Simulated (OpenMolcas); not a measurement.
**Tm³⁺: CASPT2 settings compared**

```
Program             : OpenMolcas
Basis               : ANO-RCC-VTZP [8s7p5d3f2g1h]
Scalar Hamiltonian  : DKH4, point nucleus
Active space        : 12 electrons in 7 orbitals (4f)
State averaging     : 2S+1 = 3 even, 21 roots (18 in the spin-orbit step); 2S+1 = 1 even, 27 roots kept (CI in the orbitals of an earlier block)
Spin-orbit coupling : RASSI with atomic mean-field integrals over the reference wave functions, term energies averaged over their components
```

Methods on the same reference wave functions:
A. CASSCF
B. SS-CASPT2, IPEA 0.2 Eh, sigma2 regulariser 0.4 Eh (closed shells correlated: 5s 5p)
C. SS-CASPT2, IPEA 0.5 Eh, real shift 0.15 Eh (closed shells correlated: 4d 5s 5p)
D. SS-CASPT2, IPEA 0.35 Eh, imaginary shift 0.5 Eh (closed shells correlated: 4d 5s 5p)

Energies in cm-1 above 4f12 3H6, the measured ground level; measured values from the list in Tchang-Brillet, Wyart, Meftah and Ait Mammar, Atoms 6, 52 (2018).

```
          Level      A      B      C      D  Measured
       4f12 3H6    0.0    0.0    0.0    0.0       0.0
4f12 3F4 [53 %]   6813   5750   5690   5620          
       4f12 3H5   8303   8320   8330   8330      8217
4f12 3H4 [59 %]  13300  12770  12750  12720     12547
       4f12 3F3  16322  14490  14470  14330     14410
       4f12 3F2  17860  15760  15670  15550     15090
4f12 1G4 [58 %]  21942  21760  21670  21700     21174
```

Deviations, from unrounded energies. A percentage is the sum of absolute deviations over the sum of measured energies, with the sign that they share, or ± where signs differ.

| Against measurement | Levels | A | B | C | D |
| --- | --- | --- | --- | --- | --- |
| mean absolute deviation (cm-1) | 5 | 1300 | 330 | 290 | 270 |
| fine structure of the ground term (%) | 2 | +4.0 | +1.6 | +1.5 | +1.4 |
| other terms of the ground configuration (%) | 3 | +10.8 | +2.6 | +2.2 | ±2.1 |

D lies closest to measurement on these levels and A furthest from it. The largest miss of D in the table is 4f12 1G4 [58 %], by +530 cm-1. The ranking rests on the paired levels alone, and a cruder setting can come out closer through cancelling errors.

Among B to D the level of the table that moves most is 4f12 3F2, by 220 cm-1 (lowest in D, highest in B). Moves below CASPT2's spread within the term are not significant.

The mean deviations of B to D differ by less than CASPT2's widest spread within a term (950 cm-1), so their order carries little weight.

From A to B the spin-free energies of the other terms of 4f12 shown, above 3H, scale by factors of 0.77 to 1.00.

The lowest spin-free term lies below A's lowest term by 1.043 hartree in B, 1.513 hartree in C, 1.517 hartree in D.

Term energies are means over components that CASPT2 splits; among the terms shown or strongly mixed into the levels shown the widest spread is 950 cm-1 (4f12 1G, D). Some high roots are left out of the spin-orbit mixing, which shifts the levels that they would mix with. Terms from blocks run as CI alone lack orbitals of their own. Without dynamic correlation excited terms often stand tens of per cent too high (terms of higher spin than the ground term too low), and those without a measured partner can miss by more than the paired ones (holds for A). Computed and measured levels are paired by configuration, term and J; levels that our copy of the source lacks, or whose pairing is in doubt (as where it misses far off the trend of its configuration), stay unpaired and out of the deviations. Only configurations of the active space appear. Levels that lie high or do not pair safely by name in every column are left out.

A share in square brackets marks a mixed level and gives the weight of the term that names it, the lowest over the columns.
